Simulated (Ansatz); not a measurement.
Start from `[SiH3][O][AlH][SiH3]` and change one atom or group to get `C[NH][AlH][O][SiH3]`.

Ansatz, PBE0-D4/def2-TZVP geometries, multiplicity 1. Each molecule was computed in one conformer, which needn't be the lowest.

```
                                      property  `[SiH3][O][AlH][SiH3]`
size of the dipole moment (PBE/def2-TZVPP) / D                    0.30
             LUMO energy (PBE/def2-TZVPP) / eV                   -2.38
            HOMO energy (PBE0/def2-TZVPP) / eV                   -7.57
            LUMO energy (PBE0/def2-TZVPP) / eV                   -1.62
       HOMO–LUMO gap (ωB97M-V/def2-TZVPP) / eV                    9.61
           HOMO–LUMO gap (PBE/def2-TZVPP) / eV                    4.06
```

**Question.** Give the same properties after the change, and the shifts. (Best estimate.)

**Answer.** Computed: 
```tsv
property	`C[NH][AlH][O][SiH3]`	shift
size of the dipole moment (PBE/def2-TZVPP) / D	1.64	1.34
LUMO energy (PBE/def2-TZVPP) / eV	-0.86	1.52
HOMO energy (PBE0/def2-TZVPP) / eV	-6.88	0.69
LUMO energy (PBE0/def2-TZVPP) / eV	-0.07	1.55
HOMO–LUMO gap (ωB97M-V/def2-TZVPP) / eV	10.69	1.08
HOMO–LUMO gap (PBE/def2-TZVPP) / eV	4.72	0.66
```

With PBE0 the HOMO rises by 0.69 eV and the LUMO rises by 1.55 eV, so the gap widens by about 0.86 eV. PBE moves the HOMO by 0.85 eV and ωB97M-V by 0.36 eV. Dipoles are sizes alone; their direction can turn.
